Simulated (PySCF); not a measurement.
C2H3AlBrCl, SMILES [Al]([CH]=C)([Cl])[Br]. Coordinates come from a PBE0-D3(BJ)/def2-SVP optimisation. The structure was generated by enumeration; whether it is a known compound was not checked. Other conformers were not sampled.

Computed equilibrium geometry at PBE0-D3(BJ)/def2-SVP (PySCF confirms it by a frequency run) as bond lengths and angles, and its point group (one conformer of several):
point group Cs.
Atoms: Al1 Cl2 Br3 C4 C5 H6 H7 H8. Bonds (Å): Al1–Cl2 2.096, Al1–Br3 2.250, Al1–C4 1.924, C4–C5 1.342, C4–H6 1.098, C5–H7 1.097, C5–H8 1.097. Bond angles (°): Cl2–Al1–Br3 118.1, Cl2–Al1–C4 122.3, Br3–Al1–C4 119.6, Al1–C4–C5 121.3, Al1–C4–H6 120.9, C5–C4–H6 117.8, C4–C5–H7 122.3, C4–C5–H8 122.0, H7–C5–H8 115.7.
Charge 0, spin multiplicity 1.
